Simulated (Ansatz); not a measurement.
Cost and result for the atomization energy of C2H15GeNSi3 (`C[SiH](C)[N]([GeH3])[SiH2][SiH3]`) (22 atoms, 21 bonds).

Z-matrix (Å, degrees):
```
C
Si 1 1.868
H 1 1.093 2 111.5
H 1 1.094 2 110.7 3 -119.7
H 1 1.093 2 110.8 3 120.2
N 2 1.740 1 110.7 3 -58.2
C 2 1.867 1 110.4 3 179.4
H 2 1.494 1 108.0 3 60.4
Ge 6 1.854 2 118.2 1 65.8
Si 6 1.729 2 125.2 1 -116.4
H 7 1.093 2 112.1 1 -179.7
H 7 1.093 2 111.9 1 58.4
H 7 1.094 2 109.1 1 -60.7
H 9 1.539 6 109.1 2 129.9
H 9 1.537 6 107.1 2 10.1
H 9 1.539 6 109.9 2 -109.9
Si 10 2.347 6 112.9 2 -81.2
H 10 1.490 6 111.4 2 42.4
H 10 1.494 6 107.8 2 160.0
H 17 1.489 10 110.0 6 -57.7
H 17 1.490 10 111.1 6 61.7
H 17 1.490 10 111.1 6 -177.8
```

Charge 0, multiplicity 1. Correlated methods include outer-core shells of Ge, which these sets cover unevenly. Scalar relativity is left out up to krypton. All single points use the PBE0-D4/def2-TZVP geometry. It is one conformer, not always the lowest. Program: Ansatz. All runs use 4 threads of an AMD EPYC 7R13 on a shared host and a share of an NVIDIA H100 80 GB. Times are those of one run each, without the atoms' runs, and a repeat can differ threefold. Electronic energies, without spin–orbit coupling; frozen cores. CCSD(T)/CBS adds CCSD(T) − MP2 in def2-TZVPP to the MP2 limit, and its time is that of the two runs behind it. T1 = 0.012. With those shells the extrapolation isn't a true limit.

CCSD(T)/CBS is a level of theory with its own doubt, some kJ/mol a heavy atom from the limit and from the frozen cores, so smaller differences don't rank the functionals.

```tsv
level	functions	wall time	atomization (kJ/mol)	difference from CCSD(T)/CBS	per bond
LDA (SPW92)/def2-TZVPP	477	2.3 s	8148.4	812.0	38.7
revPBE-D4/def2-TZVPP	477	2.5 s	7188.9	-147.5	-7.0
PBE-D4/def2-TZVPP (with forces)	477	2.8 s	7305.4	-31.0	-1.5
r2SCAN-D4/def2-TZVPP (with forces)	477	3.5 s	7314.5	-21.9	-1.0
B97M-V/def2-TZVPP	477	3.6 s	7364.3	27.9	1.3
ωB97X-V/def2-TZVPP	477	3.8 s	7373.3	36.9	1.8
CCSD(T)/def2-SVP	203	6.5 s	6874.2	-462.2	-22.0
B2PLYP/def2-TZVPP	477	7 s	7214.0	-122.4	-5.8
ωB97M-V/def2-TZVPP (with forces)	477	7 s	7325.3	-11.1	-0.5
PBE-QIDH/def2-TZVPP	477	7.5 s	7251.5	-84.9	-4.0
MP2/def2-QZVPP	920	18 s	7254.4	-82.0	-3.9
CCSD(T)/def2-TZVPP	477	49 s	7164.9	-171.5	-8.2
CCSD(T)/CBS(def2)	–	67 s	7336.4	0.0	0.0
```

From BLYP to BHLYP (50 % exact exchange), in def2-TZVPP and without D4, the atomization energy moves by +31.5 kJ/mol. In def2-TZVPP, CCSD(T) changes the Hartree–Fock value by +1680.2 kJ/mol (the triples alone add +78.5 kJ/mol) and MP2 by +1667.7 kJ/mol; breaking electron pairs costs correlation energy, which Hartree–Fock lacks. The D4 term adds +107.6 kJ/mol with B3LYP and +58.6 kJ/mol with PBE0; it sums over pairs of atoms, weighted by their polarisabilities, and B3LYP, whose exchange is more repulsive, gets the larger term.

B3LYP here is the variant with VWN-RPA as its local correlation; programs differ in this.

For some Ge, Se and Sn compounds the MP2-based and the directly extrapolated limit differ by 10 to 25 kJ/mol.
